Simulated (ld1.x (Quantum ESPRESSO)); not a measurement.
**O: one change to a TM semilocal potential, before and after**

```
Element                 : oxygen
Generator               : ld1.x (Quantum ESPRESSO) 7.5
Type                    : norm-conserving Troullier–Martins (semilocal form)
Functional              : PBE
Relativity              : scalar-relativistic
Frozen core             : [He]
Valence charge          : 6
Reference configuration : 2s2 2p4
Partial waves           : 2p (bound): rc 1.80 bohr; 2s (bound): rc 0.75 bohr
Local potential         : the s channel
Core correction         : Bessel-smoothed model core inside 0.55 bohr
```

All-electron outer shells of the reference configuration (PBE, scalar-relativistic, ld1.x):

```csv
shell,level (eV),outermost node (bohr),outermost maximum (bohr)
1s,-514.70,–,0.13
2s,-23.96,0.28,0.87
2p,-9.03,–,0.82
```

Change: all radii but the core radius scaled by about 0.82 (s 0.62, p 1.48 bohr).

Cutoffs: the cutoffs (Ry, on a coarse ladder) from which the occupation-weighted sum of valence levels, in a spherical-Bessel basis at the reference potential, stays within 10 and 1 mRy of its value at 400 Ry; they do not see the model core or the augmentation charge, which bear on the density cutoff. Errors are all-electron minus pseudo energies relative to the spin-unpolarised reference configuration.

**Question.** How do hardness, ghosts and transferability respond?

**Answer.** Of the 7 tests that both files solve, the error grows in 2 and shrinks in 5 by more than 15 % and 0.3 meV (median size 10.2 → 43.4 meV); neither file shows a bound ghost. A semilocal file is local in each channel, so a ghost entry of none says nothing of the separable form that plane-wave codes build from it.

| quantity | base | changed |
| --- | --- | --- |
| cutoff, loose | 80 Ry | 180 Ry |
| cutoff, tight | 200 Ry | over 300 Ry |
| loose cutoff by channel (10 mRy a level) | p 40 Ry, s 70 Ry | p 50 Ry, s 140 Ry |
| bound ghosts | none | none |
| error for 2s2 2p3, meV [ΔE 16.43 eV] | +10 | +1.3 |
| error for 2s2 2p2, meV [ΔE 50.02 eV] | +281 | +113 |
| error for 2s2 2p1, meV [ΔE 103.89 eV] | +1450 | +675 |
| error for 2s1 2p5, meV [ΔE 14.95 eV] | -1.9 | +11 |
| error for 2s2 2p0, meV [ΔE 180.79 eV] | +4487 | +2308 |
| error for 2s2 2p4.3, meV [ΔE -2.12 eV] | -1.6 | -0.6 |
| error for 2s0 2p6, meV [ΔE 29.94 eV] | -5.2 | +43 |
